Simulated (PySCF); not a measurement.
SMILES FCCc1ccccc1 (C8H9F) (GFN2-xTB optimised geometry):

```
18

F     -2.399    -3.533     1.535
C     -1.708    -2.347     1.486
C     -1.475    -1.926     0.037
C     -0.711    -0.632     0.000
C     -1.382     0.584     0.004
C     -0.679     1.776     0.004
C      0.705     1.766     0.003
C      1.382     0.559     0.000
C      0.678    -0.632     0.000
H     -2.309    -1.607     2.025
H     -0.761    -2.510     2.012
H     -0.918    -2.715    -0.471
H     -2.443    -1.814    -0.455
H     -2.462     0.597     0.002
H     -1.213     2.715     0.004
H      1.254     2.696     0.002
H      2.462     0.545    -0.004
H      1.211    -1.572    -0.006
```

Method: B3LYP/def2-SVP (PySCF).

**Question.** What are the frontier orbital energies and the dipole moment?

**Answer.** HOMO-2 -8.96 eV, HOMO-1 -7.16 eV, HOMO -6.94 eV, LUMO -0.34 eV, LUMO+1 -0.33 eV; dipole moment 1.67 D.

Meta-Löwdin charges at B3LYP/def2-SVP: F1 -0.32, C2 0.13, C3 -0.18, C4 0.02, C5 -0.11, C6 -0.10, C7 -0.10, C8 -0.10, C9 -0.11, H10 0.09, H11 0.09, H12 0.10, H13 0.10, H14 0.10, H15 0.10, H16 0.10, H17 0.10, H18 0.10.
